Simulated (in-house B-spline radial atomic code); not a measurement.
## Ionising the chlorine ion Cl⁸⁺ with different functionals

Computed with an all-electron radial atomic-structure program (B-spline basis): scalar-relativistic (spin-free X2C) Hamiltonian, Fermi nucleus of rms radius 3.3654 fm, spin-polarised at highest spin, spherical fractional occupations for the functionals, the average over the highest-spin determinants for Hartree-Fock. The ionisation energy is the difference of two self-consistent energies, [He] 2s2 2p5 → [He] 2s2 2p4, without Breit or QED terms; ε is the level of the shell that loses the electron (its least bound occupied spin orbital).

Hybrids are left out here: with spherical fractional occupations of an open shell their exact exchange keeps a self-interaction that integer-occupation calculations don't have.

```tsv
method	rung	ΔSCF (eV)	-ε(2p) (eV)
Hartree-Fock	Hartree-Fock	399.37	402.03
LDA VWN5	LDA	401.32	374.76
LDA PW92	LDA	?	?
LDA exchange-only	LDA	398.43	372.04
PBE	GGA	401.43	374.89
PBEsol	GGA	?	?
BLYP	GGA	401.55	374.99
RPBE	GGA	401.29	374.80
PW91	GGA	401.80	375.24
BP86	GGA	401.74	375.15
AM05	GGA	400.84	374.38
OLYP	GGA	401.67	375.48
TPSS	meta-GGA	401.70	375.34
SCAN	meta-GGA	402.27	376.64
r2SCAN	meta-GGA	402.16	376.48
revTPSS	meta-GGA	401.22	374.91
```

What does PBEsol give?

ΔSCF 401.01 eV, and -ε(2p) = 374.51 eV.

What does LDA PW92 give?

ΔSCF 401.31 eV, and -ε(2p) = 374.75 eV.

How do they compare with the NIST value?

NIST lists 400.85 eV ± 0.012 (measured, ground level to ground level). Errors run from -2.42 to +1.42 eV; AM05 is closest (-0.01 eV), but part of that can be cancellation, since the calculations leave out spin-orbit coupling, Breit-QED terms, multiplet and fine-structure energies. Hartree-Fock also lacks correlation.
